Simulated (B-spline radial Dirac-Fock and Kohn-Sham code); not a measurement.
## Relativistic shifts of the levels of W⁶²⁺

System: W⁶²⁺, 1s2 2s2 2p6 3s2.

Both columns are ΔSCF binding energies of the configuration average from a radial finite-basis atomic code: non-relativistic Hartree-Fock with a point nucleus, and Dirac-Fock with a finite nucleus and the Coulomb interaction alone, averaged over the two j levels with weights 2j+1.

```tsv
shell	Hartree-Fock (eV)	Dirac-Fock (eV)	shift (eV)	shift (%)
1s	69419.2	75228.0	+5808.78	+8.37
2s	15536.1	17187.6	+1651.42	+10.63
2p	15134.9	15753.5	+618.52	+4.09
3s	6487.5	7008.3	+520.82	+8.03
```

Relativity binds 1s, 2s, 2p, 3s more strongly, among those listed most of all 2s in relative terms.

Values without a named source are computed, but for edge energies of neutral atoms, which are taken from tables.
